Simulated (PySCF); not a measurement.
A structure optimised at r2SCAN-D4/def2-SVP, used in a PySCF frequency run:

```xyz
12

Si     0.7735    -0.3736    -0.7476
C      2.2593    -0.0323     0.3594
B     -0.9726     0.1442     0.1680
O     -0.8890     1.0075     1.2179
O     -2.2198    -0.2942    -0.1918
H      0.7354    -1.8227    -1.1487
H      0.9089     0.3932    -2.0333
H      2.2644     1.0276     0.6589
H      3.2112    -0.2561    -0.1462
H      2.2053    -0.6369     1.2783
H     -1.7665     1.2047     1.5823
H     -2.2094    -0.9140    -0.9303
```
Charge 0, spin multiplicity 1.

Task: Write its SMILES and formula.

Result: C[SiH2]B(O)O, CH7BO2Si

Task: What are its rotational constants (standard atomic weights)?

Result: 6.4906, 2.2988, 1.7738 GHz
